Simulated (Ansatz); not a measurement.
Consider the cleavage of the Al–Si bond: `[CH3][Al]([SiH3])[Br]` + HCl → `[CH3][Al]([Cl])[Br]` + SiH₄.

Calculated with Ansatz (gas phase, PBE0-D4/def2-TZVP geometries, no zero-point term in ΔE). CCSD(T)/CBS adds triple-zeta CCSD(T) − MP2 to the extrapolated MP2 energy (def2 sets, frozen cores). This one scheme is used for every species. DFT in def2-TZVPP. B3LYP here is the variant with VWN-RPA as its local correlation; programs differ in this. For Br outer-core shells are correlated without core-valence functions, which leaves a few kJ/mol of doubt a bond. Scalar relativity is left out up to krypton.

```csv
level,ΔE (kcal/mol)
r2SCAN-D4,-38.3
ωB97M-V,-39.6
B3LYP,-38.6
SCS-MP2/def2-TZVPP,-40.4
```

(1) What does CCSD(T)/CBS give? (Estimate.)

Largest T1 diagnostic among the species: 0.011.

## Answers

(1) Ansatz gave: -38.3 kcal/mol. The listed levels differ from it by 0.0, -1.3, -0.3, -2.1 kcal/mol.

In def2-TZVPP, CCSD(T) changes the Hartree–Fock value by +5.2 kcal/mol (the triples alone add +0.5 kcal/mol) and MP2 by +2.6 kcal/mol. From PBE to PBE0 (25 % exact exchange), in def2-TZVPP and without D4, ΔE moves by −1.6 kcal/mol.
